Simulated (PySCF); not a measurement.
A structure optimised at PBE-D3(BJ)/def2-SVP, used in a PySCF frequency run:

```xyz
15

C      2.0444    -0.0896     0.0000
N      0.6645     0.3172     0.0000
C     -0.1174    -0.0063    -1.1898
C     -1.5317    -0.0281    -0.6727
C     -1.5317    -0.0281     0.6727
C     -0.1174    -0.0063     1.1898
H      2.5646     0.3141    -0.8935
H      2.5646     0.3141     0.8935
H      2.1911    -1.2060     0.0000
H      0.0471     0.7376    -2.0056
H      0.1437    -1.0109    -1.6336
H     -2.4156    -0.0726    -1.3248
H     -2.4156    -0.0726     1.3248
H      0.1437    -1.0109     1.6336
H      0.0471     0.7376     2.0056
```

### Question
Write its SMILES, formula and point group.

### Answer
CN1CC=CC1, C5H9N, Cs

### Question
What are its rotational constants (standard atomic weights)?

### Answer
7.2354, 3.3867, 2.4485 GHz
